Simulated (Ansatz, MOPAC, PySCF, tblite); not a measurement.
Potential energy curve for SiN, doublet.

Levels: PM7, unrestricted, heats of formation (MOPAC); UKS-PBE = Ansatz (an electronic-structure program) with unrestricted PBE/cc-pVDZ; UHF/cc-pVDZ (PySCF); GFN2-xTB, 300 K electronic temperature (tblite).

Energies are in eV, each relative to the lowest point of its own curve near equilibrium.

```tsv
R / Å	PM7	UKS-PBE	UHF	GFN2-xTB
1.27	?	4.420	4.075	7.740
1.32	0.993	2.875	2.603	?
1.39	0.385	1.410	1.243	1.915
1.46	0.094	0.550	?	0.571
1.51	?	0.207	0.187	0.139
1.56	0.000	0.037	0.040	0.000
1.59	0.021	0.000	?	0.019
1.65	?	0.043	0.000	0.216
1.73	0.812	0.275	0.088	0.674
1.81	1.134	0.513	0.220	1.190
```

Q: What belongs in the gaps?

A: 
- 1.27, PM7: 1.673
- 1.32, GFN2-xTB: 4.591
- 1.46, UHF: 0.479
- 1.51, PM7: 0.012
- 1.59, UHF: 0.002
- 1.65, PM7: 0.115

The scan ran from 1.27 to 6.20 Å; beyond the distances shown one of the unrestricted levels run for this scan, shown here or not, changes its spin distribution in one step. The unrestricted determinant behind UHF is spin-contaminated at 1.39 to 1.81 Å (<S²> up to 2.0, against 0.75 for a pure doublet).
